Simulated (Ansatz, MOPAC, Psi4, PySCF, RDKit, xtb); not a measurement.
Complex: N2 (SMILES N#N) (first 2 atoms) with CHN (SMILES C#N); geometry from B3LYP-D3(BJ)/def2-TZVP, rigid monomers moved along the line of their centres of mass till N2···H5 is 2.20 Å.
(charge 0, multiplicity 1):
```xyz
5

N      0.06391     0.32300    -1.09639
N      0.03054     0.11818    -0.02598
C     -0.06984    -0.50279     3.18185
N     -0.10506    -0.72116     4.30666
H     -0.03696    -0.29828     2.13386
```

```tsv
level	interaction energy (meV)	minus CCSD(T)/CBS(aug-cc-pVDZ, aug-cc-pVTZ)	cost
MMFF94	157.6	192.9	-
UFF	203.2	238.6	-
GFN-FF	-75.6	-40.3	-
AM1	61.5	96.8	-
PM3	8.0	43.3	-
PM6	-16.4	18.9	-
PM7	-22.7	12.6	-
GFN1-xTB	-19.3	16.0	-
GFN2-xTB	-34.9	0.4	-
HF/STO-3G (no counterpoise)	-46.2	-10.9	-
HF/3-21G (no counterpoise)	-139.6	-104.3	-
HF/6-31G*	12.0	47.3	-
HF/6-31G* (no counterpoise)	-1.2	34.2	-
HF/aug-cc-pVDZ	22.4	57.7	-
HF/aug-cc-pVTZ	18.3	53.6	-
PBE/def2-TZVPPD	-28.9	6.4	×1
PBE-D3(BJ)/def2-TZVPPD	-48.6	-13.3	×1
BP86/6-31G* (no counterpoise)	-37.9	-2.6	-
r2SCAN/def2-TZVPPD	-10.5	24.8	×2
r2SCAN-D3(BJ)/def2-TZVPPD	-18.4	16.9	×2
B3LYP/6-31G*	-22.5	12.8	-
B3LYP/6-31G* (no counterpoise)	-54.3	-18.9	-
B3LYP/6-311+G** (no counterpoise)	-19.9	15.4	-
B3LYP-D3(BJ)/def2-TZVPPD	-42.5	-7.2	×2
B3LYP-D4/def2-TZVPPD	-34.0	1.3	×2
PBE0/def2-TZVPPD	-26.0	9.3	×1
PBE0-D3(BJ)/def2-TZVPPD	-44.4	-9.1	×1
PBE0-D4/def2-TZVPPD	-40.1	-4.7	×1
wB97X-V/def2-TZVPPD	-30.2	5.1	×3
wB97M-V/def2-TZVPPD	-29.0	6.3	×4
MP2/6-31G*	-25.7	9.6	-
MP2/6-31G* (no counterpoise)	-67.7	-32.3	-
MP2/aug-cc-pVDZ	-26.7	8.6	-
MP2/CBS(aug-cc-pVDZ, aug-cc-pVTZ)	-40.3	-5.0	-
CCSD/aug-cc-pVDZ	-11.4	23.9	-
CCSD/aug-cc-pVTZ	-23.4	12.0	-
CCSD(T)/aug-cc-pVDZ	-18.3	17.0	×6
CCSD(T)/aug-cc-pVTZ	-31.5	3.8	×60
CCSD(T)/CBS(aug-cc-pVDZ, aug-cc-pVTZ)	-35.3	0.0	×70
SAPT0/jun-cc-pV(D+d)Z	-32.1	3.2	-
```

 The comparison column counts from a level with limits of its own.

The rows run from -139.6 (HF/3-21G (no counterpoise)) to 203.2 meV (UFF). In aug-cc-pVTZ the value moves HF 18.3, CCSD -23.4, CCSD(T) -31.5, a shift of -49.8 from HF to CCSD(T). From aug-cc-pVDZ to aug-cc-pVTZ CCSD(T) changes by -13.2. The dispersion term adds -19.8 in PBE-D3(BJ), -7.9 in r2SCAN-D3(BJ), -18.4 in PBE0-D3(BJ). The 5 functionals in def2-TZVPPD without D3 or D4 span 19.7, from wB97X-V to r2SCAN.

Interaction energies are E(AB) − E(A) − E(B) at the monomers' geometry in the complex; basis-set methods are counterpoise corrected. Rows marked so take none. RDKit's UFF carries no charges.

Frozen-core correlation. CBS: X⁻³ extrapolation of the correlation energy, Hartree–Fock from the larger set. Rows in 3-21G, 6-311+G**, 6-31G*, STO-3G carry no dispersion term and start afresh at each structure (6-31G* with six Cartesian d functions). MP2/6-31G* freezes PySCF's default core. The state that AM1, PM3, PM6, PM7 reach isn't checked; PM7 holds dispersion and hydrogen-bond terms.

Run with Ansatz (Gaussian basis) for Hartree–Fock, density functionals and correlated methods; MOPAC for AM1, PM3, PM6, PM7 (differences of heats of formation); Psi4 for SAPT; PySCF for 3-21G rows, 6-311+G** rows, 6-31G* rows, STO-3G rows, the dispersion terms; RDKit for the force fields; xtb for the GFN methods. Values without a source in brackets are computed.

Costs are rough ratios of core time to PBE/def2-TZVPPD (about 2.2 s over the structures, on one shared machine); a dash marks a level with no comparable run of its own.

Ansatz is an electronic-structure program.
